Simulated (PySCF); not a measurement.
C3H5FSi, SMILES C(=CF)=C[SiH3]. Geometry optimised at PBE0-D3(BJ)/def2-SVP. This is a generated structure with no PubChem entry under its InChIKey; it may be hypothetical.

Problem. Give the equilibrium geometry at PBE0-D3(BJ)/def2-SVP (PySCF confirms it by a frequency run) as Cartesian coordinates in Å. (Estimate from the structure and the level; the computed values follow.)

Solution. 
```xyz
10

F      2.6602     0.1393    -0.6516
C      1.6232     0.8989    -0.2886
C      0.5737     0.4289     0.3412
C     -0.5128    -0.0095     0.9270
Si    -2.0018    -0.6236    -0.0430
H      1.7371     1.9531    -0.5596
H     -0.5492    -0.0242     2.0270
H     -3.2072     0.1831     0.3195
H     -2.2785    -2.0510     0.3030
H     -1.7231    -0.4951    -1.5014
```
Charge 0, spin multiplicity 1.
